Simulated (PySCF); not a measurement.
Static response to an electric field

Species: ReO3(vinyl), C2H3O3Re (singlet state).
Geometry (PBE0-D3(BJ)/def2-SVP, Å), atoms numbered from 1 in this order:
```xyz
9
C2H3O3Re angstrom
Re     0.2634    1.0987    0.8320
O      0.5847    0.6607    2.4424
O      1.6669    1.4752   -0.0469
O     -0.9255    2.3078    0.7283
C     -0.5442   -0.5621   -0.0572
C     -0.0080   -1.1666   -1.1257
H     -1.4676   -0.9501    0.3940
H      0.9101   -0.8103   -1.6023
H     -0.4799   -2.0533   -1.5647
```

Level: wB97X-D/def2-SVPD (PySCF), static field, nuclei fixed, core orbitals frozen in the response. The polarisability tensor in these axes (au):

```
x   63.27  0.21 -2.16
y    0.21 74.85 13.62
z   -2.16 13.62 75.85
```

Problem. Diagonalise the tensor; give its mean and Δα, where Δα² is half the sum of the squared differences of the eigenvalues.

Solution. Principal values 60.65, 64.26 and 89.06 au; mean 71.32 au = 10.57 Å³ = 11.76 × 10⁻⁴⁰ C²·m²/J; Δα = 26.79 au (38 % of the mean).

Problem. What is the dipole moment, and where does it point?

Solution. (-1.06, -3.06, -2.02) D, 3.81 D in size, pointing from the negative to the positive side. Measured along this direction, the outermost atoms are O2 and O4 at the negative end and H9 at the positive end.

Problem. Find the Langevin capture rate constant for NH4+ (18.034 u) meeting this molecule (261.964 u), k = 2.342 × 10⁻⁹ cm³/s × √(α in Å³ / reduced mass in u).

Solution. The reduced mass is 16.87 u, so k = 1.85 × 10⁻⁹ cm³/s. The formula leaves out the permanent dipole, which adds to the capture rate.

Problem. Refractivity n − 1 of an ideal gas of it at 273.15 K and 1 atm, from the electronic α?

Solution. N = p/kT = 2.6868 × 10¹⁹ cm⁻³, so n − 1 = 2π × N × 10.57 × 10⁻²⁴ cm³ = 1784 × 10⁻⁶ at long wavelengths.

Problem. In TDDFT the mean static polarisability is Σ f/ω² over all singlet excitations (ω in hartree). How much of it do the 10 lowest give? Their energies (eV) and oscillator strengths: 4.51, 0.0022; 4.57, 0.0001; 4.88, 0.0001; 4.92, 0.0318; 4.99, 0.0000; 5.12, 0.0041; 5.27, 0.0004; 5.43, 0.1311; 5.47, 0.0145; 5.64, 0.0097.

Solution. They add up to 5.06 au, 7.1 % of the 71.32 au; the largest single term is 3.29 au, from the state at 5.43 eV. Terms in order: 0.08, 0.00, 0.00, 0.97, 0.00, 0.12, 0.01, 3.29, 0.36, 0.23 au. Higher excitations give the rest. The strengths listed sum to 0.194.

Problem. Along which axes do the principal values lie, and how far do the nuclei extend along each?

Solution. Largest value along (-0.05, 0.69, 0.72), where the nuclei span 4.71 Å; middle along (0.84, 0.43, -0.34), 3.81 Å; least along (0.54, -0.59, 0.60), 2.82 Å. The response follows the extents in order.

Problem. What depolarisation ratio follows for Rayleigh scattering of linearly polarised light, taking the static tensor?

Solution. ρ = 3Δα²/(45ᾱ² + 4Δα²) = 2152.7/(228915 + 2870.3) = 0.00929.

Isolated species at its PBE0-D3(BJ)/def2-SVP geometry, gas phase. Atoms past krypton carry effective core potentials; spin–orbit coupling is left out.
